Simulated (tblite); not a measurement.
C6H11N2P.
Cartesian coordinates in Å at the GFN2-xTB level; atoms count from 1:
```xyz
20
C6H11N2P angstrom
C     -1.5292   -2.0539    0.4562
N     -0.2479   -1.5142    0.0692
P      0.1217   -0.0005   -0.0503
N      1.7111    0.0338   -0.5357
C      2.6405   -0.9842   -0.0844
C     -0.7604    1.1170   -1.1917
C     -1.3776    2.0778   -0.4952
C     -1.0787    2.0960    0.9308
C     -0.2447    1.1374    1.3456
H     -1.8492   -1.7314    1.4517
H     -2.3258   -1.8118   -0.2535
H     -1.4117   -3.1395    0.4740
H      2.0945    0.9712   -0.5771
H      3.1717   -0.7057    0.8301
H      3.3705   -1.1825   -0.8712
H      2.0555   -1.8836    0.0977
H     -0.8742    0.9311   -2.2462
H     -2.0374    2.8196   -0.9196
H     -1.5095    2.8559    1.5657
H      0.0756    0.9783    2.3621
```

Method: GFN2-xTB as coded in tblite; computed harmonic values from a numerical Hessian at the method's own geometry, unscaled. Errors from tens to a few hundred cm⁻¹ against measured bands are possible. One conformer, not necessarily the lowest.

Harmonic wavenumbers (cm⁻¹): 60.9, 88.9, 96.1, 109.1, 148.4, 170.2, 198.1, 244.1, 291.4, 349.4, 425.1, 433.8, 480.3, 560.6, 624.3, 715.4, 725.5, 756.3, 799.6, 819.2, 889.8, 891.2, 919.4, 989.3, 1040.4, 1073.9, 1083.0, 1091.0, 1109.5, 1113.4, 1122.1, 1229.4, 1276.7, 1297.8, 1305.3, 1392.4, 1419.4, 1471.3, 1487.3, 1489.0, 1493.7, 1529.9, 1618.5, 2912.3, 2931.5, 2941.3, 2979.6, 2983.3, 3033.4, 3070.2, 3079.1, 3093.1, 3101.2, 3360.2.

A = 1918, B = 1260, C = 974.7 MHz; mass 142.066 u (most abundant isotopes); point group C1, symmetry number 1.

Task: What is the zero-point energy?

Result: Half the sum of the wavenumbers: 34958 cm⁻¹ = 99.95 kcal/mol.

Task: What is S at 350 K and 1 bar for an ideal gas of classical rigid rotors and harmonic oscillators?

Result: Translation 41.59, rotation 29.78, vibration 38.18: S = 109.5 cal/(mol K).

Task: And Cp and H(350 K) − H(0)?

Result: Cp = 46.91 cal/(mol K), of which vibrations give 38.96 (their classical limit is 54 R = 107.3); H(350 K) − H(0) = 9.80 kcal/mol without the zero-point energy, 7.02 from vibrations.

Task: Which modes carry the vibrational entropy at 350 K?

Result: 60.9 cm⁻¹: 4.74; 88.9 cm⁻¹: 4.00; 96.1 cm⁻¹: 3.85; 109.1 cm⁻¹: 3.60; 148.4 cm⁻¹: 3.00; 170.2 cm⁻¹: 2.74 cal/(mol K); the other 48 give 16.26 together.

Task: How do the functions run with temperature in this model?

Result: 
```tsv
T (K)	S (cal/(mol K))	Cp (cal/(mol K))	H − H(0) (kcal/mol)	G − H(0) (kcal/mol)	ln q(vib)
100	70.7	20.7	1.38	-5.69	1.72
200	88.2	31.0	3.97	-13.67	4.72
300	102.7	41.6	7.59	-23.23	7.67
500	128.7	60.7	17.92	-46.43	13.39
800	161.6	79.0	39.13	-90.15	21.49
1000	180.1	86.9	55.76	-124.36	26.47
```

q(vib) and H(0) count from the zero-point level.

Hindered rotation and anharmonicity are outside this model. Other conformers, if any are populated, would add a mixing term that is left out. The structure is chiral; the term R ln 2 for an equal mix with its mirror image is left out.
